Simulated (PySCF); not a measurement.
## B3LYP on Sn (tin, neutral)

Configuration: [Kr] 4d10 5s2 5p1 6s1, high-spin 3P determinant (an excited configuration). Calculation: PySCF 2.14, in aug-cc-pwCVDZ-PP with ECP28MDF (6s5p4d1f, 48 functions); a scalar-relativistic core potential.

- Total energy: -214.1682 hartree
- One-electron energy: -373.4413 hartree
- Hartree (Coulomb) energy: 177.2352 hartree
- Exchange-correlation energy: -17.9620 hartree
- ⟨S²⟩: 2.0018
- ⟨L²⟩: 2.014
- Sum of ⟨r⟩: 31.99 bohr
- Sum of ⟨r²⟩: 86.66 bohr²
- Traceless quadrupole moment −½Σ⟨3z² − r²⟩ along its main axis: -3.06 e·bohr²

| shell | electrons | mean orbital energy (eV) | spread (eV) | rms radius, mean of both spins (bohr) |
| --- | --- | --- | --- | --- |
| 4s α | 1 | -142.21 | 0 | 0.876 |
| 4s β | 1 | -142.12 | 0 | 0.876 |
| 4p α | 3 | -97.015 | 0.300 | 0.952 |
| 4p β | 3 | -96.937 | 0.447 | 0.952 |
| 4d α | 5 | -31.173 | 0.363 | 1.19 |
| 4d β | 5 | -31.058 | 0.515 | 1.19 |
| 5s α | 1 | -14.604 | 0 | 2.48 |
| 5s β | 1 | -13.827 | 0 | 2.48 |
| 5p α | 1 | -6.964 | 0 | 3.24 |
| 6s α | 1 | -1.870 | 0 | 6.54 |

Energies and moments cover only the electrons outside the core potential. The outer electron is Rydberg-like, and this basis confines it to a smaller radius and binds it less than a complete one would.
